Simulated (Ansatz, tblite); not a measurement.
Removing and adding an electron: `CCCCCCCCSC(C)=O`. The state is a singlet with charge 0. Geometry: r2SCAN-D4/def2-SVP. Ansatz, gas phase; energy differences of separate SCF runs; the oxidised species was run as a doublet alone; the reduced species was run as a doublet alone.

```tsv
atom	x (Å)	y (Å)	z (Å)
C1	-1.397	5.108	-2.294
C2	-0.524	4.062	-1.610
C3	-1.129	2.661	-1.630
C4	-0.259	1.606	-0.953
C5	-0.877	0.208	-0.969
C6	0.012	-0.893	-0.390
C7	0.316	-0.737	1.100
C8	1.186	-1.845	1.679
S9	0.318	-3.455	1.648
C10	1.577	-4.452	2.446
C11	1.168	-5.896	2.613
O12	2.635	-3.994	2.808
H13	-1.569	4.852	-3.352
H14	-0.936	6.108	-2.264
H15	-2.384	5.181	-1.809
H16	0.471	4.033	-2.093
H17	-0.337	4.360	-0.561
H18	-1.320	2.360	-2.678
H19	-2.122	2.685	-1.141
H20	-0.062	1.922	0.088
H21	0.730	1.572	-1.450
H22	-1.133	-0.054	-2.012
H23	-1.838	0.228	-0.421
H24	-0.471	-1.872	-0.557
H25	0.967	-0.929	-0.949
H26	0.847	0.215	1.278
H27	-0.630	-0.669	1.669
H28	1.461	-1.646	2.726
H29	2.124	-1.962	1.113
H30	2.002	-6.456	3.057
H31	0.894	-6.335	1.642
H32	0.285	-5.965	3.267
```

The xTB rows come from tblite. HOMO above LUMO, or a gap near zero within one spin, warns that the state may not be the lowest or that an electron is smeared out.

| level | −HOMO (eV) | vertical IE (eV) | −LUMO (eV) | vertical EA (eV) | HOMO–LUMO gap (eV) | IE − EA (eV) | remarks |
| --- | --- | --- | --- | --- | --- | --- | --- |
| GFN1-xTB | 11.59 | 14.16 | 7.50 | 3.94 | 4.09 | 10.22 | – |
| GFN2-xTB | 10.55 | 12.87 | 7.01 | 3.52 | 3.54 | 9.35 | – |
| HF/def2-SVP | – | 8.23 | – | -2.36 | – | 10.59 | HOMO above zero (-1 doublet), spin-contaminated (⟨S²⟩ 0.92) (+1 doublet) |
| PBE-D4/def2-SVP | 5.80 | 8.49 | 1.28 | -1.45 | 4.52 | 9.95 | HOMO above zero (-1 doublet), gap within one spin near zero (+1 doublet), gap within one spin near zero (-1 doublet) |
| PBE0-D4/def2-SVP | 7.04 | 9.07 | 0.26 | -1.67 | 6.78 | 10.74 | HOMO above zero (-1 doublet) |

   A HOMO above zero means that the electron is unbound at that level or that self-interaction error raises the level; the energy of removing that electron tells which. Raw xTB energy differences between charge states are shifted by several eV; the methods need an empirical correction for them. Sets without diffuse functions give affinities that are too small. A negative affinity means that the extra electron isn't bound; its size then hangs on the basis.
